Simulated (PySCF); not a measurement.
C2H6BFN2, SMILES C/N=C/B(N)F. Geometry: B3LYP-D3(BJ)/def2-SVP. The structure was generated by enumeration; whether it is a known compound was not checked. Other conformers were not sampled.

Calculation: B3LYP-D3(BJ)/def2-SVP in PySCF.

Harmonic wavenumbers (cm⁻¹): 101, 154, 187, 222, 339, 412, 487, 501, 619, 640, 841, 889, 947, 1026, 1131, 1147, 1263, 1385, 1411, 1426, 1449, 1463, 1590, 1738, 2943, 2965, 3067, 3085, 3588, 3705. Rotational constants (GHz): 8.505, 1.837, 1.525; symmetry number 1.

Q: Work out the zero-point energy and the ideal-gas rigid-rotor harmonic-oscillator thermochemistry at 298.15 K and 1 atm.

A: ZPE = ½ Σ hcν = ½ × 40723 cm⁻¹ = 58.22 kcal/mol. H − E(el) = 63.22 kcal/mol. Entropy in cal/(mol K): translation 39.33, rotation 27.00, vibration 15.29, total 81.62. G − E(el) = 38.88 kcal/mol. Cp = 26.09 cal/(mol K). Modes under 150 cm⁻¹ make the vibrational entropy uncertain.
